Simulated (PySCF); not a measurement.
CHNSi, SMILES `[SiH]C#N` (lower singlet), neutral singlet in the gas phase. This singlet lies 1.09 eV below the relaxed triplet at the level B3LYP/cc-pVTZ // PBE0-D3(BJ)/def2-TZVP (Ansatz).

Cartesian coordinates (Å):
```xyz
4

N      1.8355    -0.2102     0.1079
C      0.7377     0.0600    -0.1398
Si    -0.9535     0.6726    -0.6385
H     -1.6197    -0.5224     0.0235
```
Charge 0, spin multiplicity 1.

All levels are single points at this geometry (PBE0-D3(BJ)/def2-TZVP); Pople sets use spherical d functions. Orbital energies aren't observables, and empty levels follow the basis.

```tsv
level	HOMO (eV)	LUMO (eV)	gap (eV)	dipole (D)	vertical IE, Delta-SCF (eV)
PBE0-D3(BJ)/def2-TZVP in PySCF	-7.77	-3.97	3.81	3.12	–
BP86/6-31G* in PySCF	-6.64	-4.78	1.86	2.64	–
M06-2X/6-31G* in PySCF	-8.66	-2.94	5.71	2.98	–
PBE/6-31G* in PySCF	-6.52	-4.69	1.84	2.60	9.86
HF/3-21G in PySCF	-10.01	-0.62	9.39	2.80	–
HF/STO-3G in PySCF	-7.60	4.30	11.90	3.44	–
```
